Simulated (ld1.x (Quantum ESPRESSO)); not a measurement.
**Scattering properties, ultrasoft potential for Zn (Z = 30)**

```
Element                 : zinc (Zn)
Generator               : ld1.x (Quantum ESPRESSO) 7.5
Type                    : ultrasoft
Functional              : PW91
Relativity              : non-relativistic
Frozen core             : [Ne] 3s2
Valence charge          : 18
Reference configuration : 3p6 3d10 4s0 4p0 (charge +2)
Partial waves           : 4s (bound, empty): rcut 1.95, rcutus 2.30 bohr; 4s channel at 0.95 Ry: rcut 1.95, rcutus 2.30 bohr; 3p (bound): rcut 1.25, rcutus 1.30 bohr; 4p (bound, empty): rcut 1.25, rcutus 1.30 bohr; 3d (bound): rcut 0.70, rcutus 0.90 bohr; 3d channel at -1.1 Ry: rcut 0.70, rcutus 0.90 bohr
Local potential         : all-electron potential smoothed inside 1.55 bohr (lloc = -2)
Core correction         : none
Augmentation charge     : PSQ, inside the norm-conserving radii
```

The phase is arctan(r·u′/u) with u = r·R(r), unwrapped; energies in Ry, scanned from -10 to 5 Ry. A pole is an energy at which the radial function vanishes at the test radius. The pseudo phase is shifted by a multiple of π to meet the all-electron one at the reference energy, and phase errors are pseudo minus all-electron; the curves can meet again beyond the range given. Levels narrower than the energy grid can be missing from the lists of poles.

```
channel  radius (bohr)  reference energy (Ry)  poles, all-electron  poles, pseudo  unbroken range about the reference energy with phases within 0.05 rad  phase error 1 Ry above the reference energy (rad)
      s           2.50                  -1.67                -0.23          -0.23                                                              below 3.0                                             -0.000
      p           2.50                  -1.15          -7.58, 0.84    -7.58, 0.85                                                        the whole range                                             +0.000
      d           2.50                  -2.29          -2.23, 2.85    -2.23, 2.86                                                        the whole range                                             +0.000
```

Phases in the d channel:

```json
{"E (Ry)": "-10.00", "all-electron": "1.438", "pseudo": "1.438"}
{"E (Ry)": "-9.76", "all-electron": "1.436", "pseudo": "1.436"}
{"E (Ry)": "-9.52", "all-electron": "1.435", "pseudo": "1.435"}
{"E (Ry)": "-9.28", "all-electron": "1.433", "pseudo": "1.433"}
{"E (Ry)": "-9.04", "all-electron": "1.431", "pseudo": "1.431"}
{"E (Ry)": "-8.80", "all-electron": "1.428", "pseudo": "1.428"}
{"E (Ry)": "-8.56", "all-electron": "1.426", "pseudo": "1.426"}
{"E (Ry)": "-8.32", "all-electron": "1.424", "pseudo": "1.424"}
{"E (Ry)": "-8.08", "all-electron": "1.421", "pseudo": "1.421"}
{"E (Ry)": "-7.84", "all-electron": "1.419", "pseudo": "1.419"}
{"E (Ry)": "-7.60", "all-electron": "1.416", "pseudo": "1.416"}
{"E (Ry)": "-7.36", "all-electron": "1.413", "pseudo": "1.413"}
{"E (Ry)": "-7.12", "all-electron": "1.410", "pseudo": "1.410"}
{"E (Ry)": "-6.88", "all-electron": "1.407", "pseudo": "1.407"}
{"E (Ry)": "-6.64", "all-electron": "1.403", "pseudo": "1.403"}
{"E (Ry)": "-6.40", "all-electron": "1.400", "pseudo": "1.400"}
{"E (Ry)": "-6.16", "all-electron": "1.396", "pseudo": "1.396"}
{"E (Ry)": "-5.92", "all-electron": "1.392", "pseudo": "1.392"}
{"E (Ry)": "-5.68", "all-electron": "1.387", "pseudo": "1.387"}
{"E (Ry)": "-5.44", "all-electron": "1.382", "pseudo": "1.382"}
{"E (Ry)": "-5.20", "all-electron": "1.377", "pseudo": "1.377"}
{"E (Ry)": "-4.96", "all-electron": "1.371", "pseudo": "1.371"}
{"E (Ry)": "-4.72", "all-electron": "1.364", "pseudo": "1.364"}
{"E (Ry)": "-4.48", "all-electron": "1.357", "pseudo": "1.357"}
{"E (Ry)": "-4.24", "all-electron": "1.349", "pseudo": "1.349"}
{"E (Ry)": "-4.00", "all-electron": "1.340", "pseudo": "1.340"}
{"E (Ry)": "-3.76", "all-electron": "1.329", "pseudo": "1.329"}
{"E (Ry)": "-3.52", "all-electron": "1.316", "pseudo": "1.316"}
{"E (Ry)": "-3.28", "all-electron": "1.299", "pseudo": "1.299"}
{"E (Ry)": "-3.04", "all-electron": "1.277", "pseudo": "1.277"}
{"E (Ry)": "-2.80", "all-electron": "1.240", "pseudo": "1.240"}
{"E (Ry)": "-2.56", "all-electron": "1.149", "pseudo": "1.149"}
{"E (Ry)": "-2.32", "all-electron": "-0.804", "pseudo": "-0.804"}
{"E (Ry)": "-2.08", "all-electron": "-1.750", "pseudo": "-1.750"}
{"E (Ry)": "-1.84", "all-electron": "-1.834", "pseudo": "-1.834"}
{"E (Ry)": "-1.60", "all-electron": "-1.884", "pseudo": "-1.883"}
{"E (Ry)": "-1.36", "all-electron": "-1.929", "pseudo": "-1.929"}
{"E (Ry)": "-1.12", "all-electron": "-1.981", "pseudo": "-1.981"}
{"E (Ry)": "-0.88", "all-electron": "-2.047", "pseudo": "-2.047"}
{"E (Ry)": "-0.64", "all-electron": "-2.136", "pseudo": "-2.136"}
{"E (Ry)": "-0.40", "all-electron": "-2.268", "pseudo": "-2.268"}
{"E (Ry)": "-0.16", "all-electron": "-2.478", "pseudo": "-2.478"}
{"E (Ry)": "0.08", "all-electron": "-2.822", "pseudo": "-2.822"}
{"E (Ry)": "0.32", "all-electron": "-3.314", "pseudo": "-3.313"}
{"E (Ry)": "0.56", "all-electron": "-3.785", "pseudo": "-3.785"}
{"E (Ry)": "0.80", "all-electron": "-4.100", "pseudo": "-4.100"}
{"E (Ry)": "1.04", "all-electron": "-4.291", "pseudo": "-4.291"}
{"E (Ry)": "1.28", "all-electron": "-4.413", "pseudo": "-4.413"}
{"E (Ry)": "1.52", "all-electron": "-4.496", "pseudo": "-4.496"}
{"E (Ry)": "1.76", "all-electron": "-4.556", "pseudo": "-4.556"}
{"E (Ry)": "2.00", "all-electron": "-4.603", "pseudo": "-4.602"}
{"E (Ry)": "2.24", "all-electron": "-4.640", "pseudo": "-4.640"}
{"E (Ry)": "2.48", "all-electron": "-4.671", "pseudo": "-4.671"}
{"E (Ry)": "2.72", "all-electron": "-4.699", "pseudo": "-4.698"}
{"E (Ry)": "2.96", "all-electron": "-4.723", "pseudo": "-4.722"}
{"E (Ry)": "3.20", "all-electron": "-4.746", "pseudo": "-4.745"}
{"E (Ry)": "3.44", "all-electron": "-4.768", "pseudo": "-4.766"}
{"E (Ry)": "3.68", "all-electron": "-4.789", "pseudo": "-4.788"}
{"E (Ry)": "3.92", "all-electron": "-4.811", "pseudo": "-4.809"}
{"E (Ry)": "4.16", "all-electron": "-4.835", "pseudo": "-4.833"}
{"E (Ry)": "4.40", "all-electron": "-4.861", "pseudo": "-4.858"}
{"E (Ry)": "4.64", "all-electron": "-4.891", "pseudo": "-4.886"}
{"E (Ry)": "4.88", "all-electron": "-4.926", "pseudo": "-4.920"}
```
